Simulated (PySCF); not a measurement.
## Ar⁺: excitation energy

Ar⁺ [Ne] 3s2 3p5 (2P) → Ar⁺ [Ne] 3s1 3p6 (2S), as a difference of total energies. Computed with PySCF 2.14 in def2-QZVPPD (10s7p5d2f1g, 79 functions), with the non-relativistic Hamiltonian (point nucleus). Correlated levels: valence and next inner shell: 1s2 frozen. The calculations carry no spin-orbit coupling.

```
                                method  excitation energy (eV)  error (eV)
                                   UHF                  18.534      +5.113
    MP2 (valence and next inner shell)                  15.531      +2.110
SCS-MP2 (valence and next inner shell)                  15.259      +1.838
   CCSD (valence and next inner shell)                  14.346      +0.925
CCSD(T) (valence and next inner shell)                  13.369      -0.052
```

Reference: 13.421 eV (measured; NIST levels, between the centres of gravity of the two terms).

Errors of the correlated levels include the incompleteness of this basis and the frozen core.

The coupled-cluster amplitudes are large for the upper state (T1 above 0.03 or a double amplitude above 0.15), so a single reference is strained.
